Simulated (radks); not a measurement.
The thulium ion Tm+ inside a hard spherical wall (all orbitals vanish at R), configuration held at [Xe] 4f13 6s1 and not refilled when levels cross. All-electron calculation, scalar-relativistic Kohn-Sham, PBE, spin-polarised, spherical densities, finite nucleus; open shells are filled with parallel spins first (spin-orbit coupling, left out, can overturn this in heavy ions); Fermi nuclear charge, rms radius 5.2256 fm. Program: a radial shooting solver on a logarithmic mesh with Libxc functionals. Eigenvalues in eV for spin up, with the zero of energy where the potential of the charges vanishes at infinity; a dash marks a level that is unbound or too diffuse for the functional's potential to be trusted. A positive occupied level is held by the wall or, in an anion where self-interaction has pushed it up, behind a barrier. The pressure on the wall is -dE/dV.

R (bohr)	E (hartree)	kinetic (hartree)	e(5s)	e(5p)	e(4f)	e(6s)	e(5d, empty)	e(6p, empty)	pressure (GPa)
free	-13565.7837	14741.810	-60.289	-33.795	-10.099	-9.523	-6.847	-5.794	0
20	-13565.7837	14741.810	-60.289	-33.795	-10.099	-9.523	-6.847	-5.794	< 0.0001
15	-13565.7837	14741.810	-60.289	-33.795	-10.099	-9.523	-6.847	-5.793	< 0.0001
8	-13565.7810	14741.836	-60.166	-33.675	-9.978	-9.388	-6.715	-5.326	0.125
6	-13565.7536	14741.999	-59.589	-33.124	-9.398	-8.398	-6.016	-3.193	2.27
5	-13565.6868	14742.311	-58.778	-32.366	-8.544	-6.338	-4.853	0.441	10.8
4	-13565.4429	14743.373	-56.865	-30.575	-6.383	0.086	-1.750	10.285	67.6
3	-13564.1991	14748.783	-50.586	-24.083	1.275	24.645	9.005	42.716	724
2.5	-13561.6884	14759.116	-41.410	-13.567	12.378	61.815	24.813	87.221	3140
1.5	-13519.3224	14903.785	66.600	114.59	104.48	427.85	188.41	484.83	142000
